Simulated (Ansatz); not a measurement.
One change: `C[O][Al]([OH])[O]C` becomes `C[O][Al]([Cl])[O]C`.

Ansatz, PBE0-D4/def2-TZVP geometries, multiplicity 1. Each molecule was computed in one conformer, which needn't be the lowest.

| property | `C[O][Al]([OH])[O]C` |
| --- | --- |
| LUMO energy (PBE/def2-TZVPP) / eV | -1.14 |
| LUMO energy (B3LYP/def2-TZVPP) / eV | -0.56 |
| HOMO–LUMO gap (B3LYP/def2-TZVPP) / eV | 7.17 |
| HOMO energy (ωB97M-V/def2-TZVPP) / eV | -10.38 |
| HOMO energy (B3LYP/def2-TZVPP) / eV | -7.73 |
| size of the dipole moment (ωB97M-V/def2-TZVPP) / D | 2.16 |

Q: Give the same properties after the change, and the shifts. (An estimate is asked.)

A: Computed: 
```
                                          property  `C[O][Al]([Cl])[O]C`  shift
                 LUMO energy (PBE/def2-TZVPP) / eV                 -1.37  -0.23
               LUMO energy (B3LYP/def2-TZVPP) / eV                 -0.77  -0.21
             HOMO–LUMO gap (B3LYP/def2-TZVPP) / eV                  7.19   0.02
             HOMO energy (ωB97M-V/def2-TZVPP) / eV                -10.61  -0.23
               HOMO energy (B3LYP/def2-TZVPP) / eV                 -7.96  -0.23
size of the dipole moment (ωB97M-V/def2-TZVPP) / D                  1.79  -0.37
```

Dipoles are sizes alone; their direction can turn.

Positive LUMOs are unbound, so they and the gaps depend on the basis.

B3LYP here is the variant with VWN-RPA as its local correlation; programs differ in this.
